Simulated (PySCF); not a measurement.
PySCF input file for C3H6N2Si, SMILES C1=N[SiH2]CN=C1, SMD-M06-2X/def2-SVP. Geometry: B3LYP-D3(BJ)/def2-SVP. This is a generated structure with no PubChem entry under its InChIKey; it may be hypothetical. The values are those of a single conformer.

```python
import numpy as np
from pyscf import gto, scf, dft
from pyscf.solvent import smd

mol = gto.M(
    atom='''
    C     1.16089272   -1.18739989    0.10078191
    N    -0.01578365   -1.67356692    0.16176878
    C    -1.18879912   -0.84567136   -0.14115911
    Si   -0.92598006    1.01815512    0.12444591
    N     0.80276143    1.25193966   -0.18816742
    C     1.56387745    0.23054870   -0.18411608
    H     1.99876816   -1.87785107    0.29348572
    H    -2.05428646   -1.26574099    0.39695379
    H    -1.42115211   -1.00955564   -1.21159565
    H    -1.71723805    1.83237807   -0.83583182
    H    -1.21678459    1.47170629    1.51433139
    H     2.64974288    0.36141795   -0.36783620
    ''',
    basis='def2-SVP',
    charge=0,
    spin=0,
    max_memory=1600,
    verbose=3,
)
mf = dft.RKS(mol, xc='m06-2x').density_fit(auxbasis='def2-universal-jkfit')
mf.grids.level = 4
mf.conv_tol = 1e-9
mf.max_cycle = 100
mf.kernel()
res = {}
for name in ['water', 'N,N-dimethylformamide', 'benzene']:
    s = mf.SMD()
    s.with_solvent.solvent, s.with_solvent.sasa_ng = name, 194
    s.kernel(mf.make_rdm1())
    res[name] = (s.e_tot, s.with_solvent.get_cds(), s.dip_moment(), s.mo_energy, s.converged)
    print(f'SMD {name}: dG(solv) = {(s.e_tot - mf.e_tot) * 627.509474:.3f} kcal/mol, of which CDS {res[name][1] * 627.509474:.3f}')
```

Output:

```
converged SCF energy = -516.509180474711
converged SCF energy = -516.516993152791
Dipole moment(X, Y, Z, Debye): -0.13892, -0.58138, -0.47591
SMD water: dG(solv) = -4.903 kcal/mol, of which CDS 1.280
converged SCF energy = -516.516955397333
Dipole moment(X, Y, Z, Debye): -0.14410, -0.57437, -0.47102
SMD N,N-dimethylformamide: dG(solv) = -4.879 kcal/mol, of which CDS 1.154
converged SCF energy = -516.51448277046
Dipole moment(X, Y, Z, Debye): -0.23837, -0.43241, -0.37993
SMD benzene: dG(solv) = -3.327 kcal/mol, of which CDS -0.633
```

The calculation finished and met its thresholds.
